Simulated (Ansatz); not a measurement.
Relaxation of CH$_{4}$BFSi (8 atoms, charge 0, multiplicity 1), to a largest force component of 0.02 eV/Å in at most 50 steps.

Level of theory: Ansatz 0.2.0, RKS PBE-D4/def2-SVP.

```xyz
8
Properties=species:S:1:pos:R:3:forces:R:3
B -0.661 1.601 -0.434 -0.30 -3.17 -1.68
C 0.083 0.806 0.414 -1.47 1.23 -1.84
Si 0.318 -1.031 0.119 0.37 0.94 0.93
F -0.442 -1.443 -1.244 -0.51 0.21 -0.74
H -1.290 2.208 -1.176 -0.76 0.84 -0.87
H -0.247 2.244 0.452 2.16 0.27 3.50
H 1.709 -1.399 -0.128 0.77 -0.04 0.03
H -0.313 -1.863 1.139 -0.26 -0.27 0.68
```

Task: Where does it end, and by what steps?

Result: The run converged. After 14 steps the energy has fallen by 2.618 eV; H6 moved furthest, 1.28 Å. Parted: B1–H6. Joined: C2–H6.

```tsv
step	energy less start (eV)	largest force component (eV/Å)	accepted
0	0.0000	3.500	yes
1	-0.9154	1.686	yes
2	-1.6058	1.721	yes
3	-2.0240	1.556	yes
4	-2.3228	0.754	yes
5	-2.4553	0.293	yes
6	-2.5309	0.579	yes
7	-2.5716	0.373	yes
8	-2.5840	0.850	yes
9	-2.6052	0.323	yes
10	-2.6138	0.151	yes
11	-2.6171	0.082	yes
12	-2.6173	0.142	yes
13	-2.6180	0.029	yes
14	-2.6181	0.006	yes
```

```xyz
8
Properties=species:S:1:pos:R:3
B -0.788 1.538 -0.669
C -0.019 1.002 0.353
Si 0.234 -0.811 0.076
F -0.563 -1.172 -1.326
H -1.454 1.923 -1.583
H 0.425 1.486 1.236
H 1.679 -1.181 -0.113
H -0.357 -1.660 1.168
```

Time of the run: 32 s on 1 thread of Arm Neoverse V2 (shared host), peak memory 0.14 GiB.
